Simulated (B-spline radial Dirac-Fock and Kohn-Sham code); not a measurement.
A summary of the ionisation energies of mercury (Z = 80) against charge, from ΔSCF Dirac-Fock with Breit, self-energy and vacuum polarisation, finite nucleus, configuration average and from the NIST table. The largest relative steps of the computed values, from charge +5 on, come at Hg⁵⁺ (75 electrons left, 63.47 to 79.61 eV); Hg¹²⁺ (68 electrons left, 190.1 to 282.3 eV); Hg⁵²⁺ (28 electrons left, 3050.4 to 5094.4 eV); Hg⁷⁰⁺ (10 electrons left, 8615.3 to 19217.2 eV). The median of |NIST − computed| / NIST over the 75 ions is 1.36 %.

| charge | computed (eV) | NIST (eV) |
| --- | --- | --- |
| 0 | 8.51 | 10.4375 |
| 5 | 79.61 | 76.6 |
| 10 | 170.3 | 173 |
| 15 | 353.6 | 357 |
| 23 | 713.7 | 710 |
| 28 | 972.1 | 990 |
| 33 | 1258.1 | 1280 |
| 38 | 1791.5 | 1780 |
| 43 | 2095.5 | 2113 |
| 48 | 2651.2 | 2745 |
| 53 | 5237.7 | 5191 |
| 58 | 5978.2 | 6041 |
| 63 | 7241.9 | 7066 |
| 68 | 8467.3 | 8470 |
| 73 | 20385.1 | 19680 |
